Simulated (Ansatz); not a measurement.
Two isomers of C2H7BOS: A = `BOCCS`, B = `COB(C)S`.

Gas-phase electronic energies from Ansatz, PBE0-D4/def2-TZVP geometries. CBS: MP2 limit from def2 TZ/QZ plus the TZ coupled-cluster correction, frozen cores. DFT in def2-TZVPP. Each species was taken in one conformer, which may not be the lowest.

(1) Which is lower in electronic energy at CCSD(T)/CBS, and by how much? (An estimate is asked.)

(2) Give E(B) − E(A) in kcal/mol with MP2/def2-TZVPP, B2PLYP, CCSD(T)/def2-TZVPP, BLYP-D4, r2SCAN-D4, PBE-D4, LDA (SPW92). (Best estimate.)

(3) Does the order hold for the free energy at 298.15 K (harmonic terms from PBE0-D4)? (Estimate.)

Largest T1 diagnostic: 0.013.

## Answers

(1) The calculation gave: B, by 38.5 kcal/mol.

(2) Computed: MP2/def2-TZVPP -39.5, B2PLYP -38.6, CCSD(T)/def2-TZVPP -38.5, BLYP-D4 -38.6, r2SCAN-D4 -41.4, PBE-D4 -40.0, LDA (SPW92) -41.0. None reverses the order clearly.

(3) Computed: Yes: G(B) − G(A) = -38.0 kcal/mol, for one conformer each. Modes under 60 cm⁻¹, often nearly free rotors, make the harmonic entropy too high.

At CCSD(T), def2-SVP lies −0.9 kcal/mol from the extrapolated value and def2-TZVPP −0.1 kcal/mol. In def2-TZVPP, CCSD(T) changes the Hartree–Fock value by −2.1 kcal/mol (the triples alone add −0.3 kcal/mol) and MP2 by −3.1 kcal/mol.
